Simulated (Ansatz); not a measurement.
difluoro(fluoromethyl)silane (CH₃F₃Si), SMILES F[SiH](F)CF.

Geometry: ωB97X-D3(BJ)/def2-SVP. Other conformers were not sampled.

Two levels are set side by side: PBE/def2-SVPD (Ansatz, a quantum-chemistry and plane-wave program) and CAM-B3LYP/def2-SVPD (Ansatz). Energy differences of separate SCF runs at the same geometry; the states with an electron removed or added have multiplicity 2 and 2. Differences are taken from unrounded values.

```csv
quantity,PBE
vertical ionisation energy (eV),11.17
vertical singlet–triplet gap (eV),6.37
```

**Question.** These are the PBE values. What does CAM-B3LYP give? (An estimate is asked for; the answer gives what the named calculation found.)

**Answer.** 
```json
[
 {"quantity": "vertical ionisation energy (eV)", "CAM-B3LYP": "11.94", "PBE minus CAM-B3LYP": "-0.77"},
 {"quantity": "vertical singlet–triplet gap (eV)", "CAM-B3LYP": "7.23", "PBE minus CAM-B3LYP": "-0.87"}
]
```
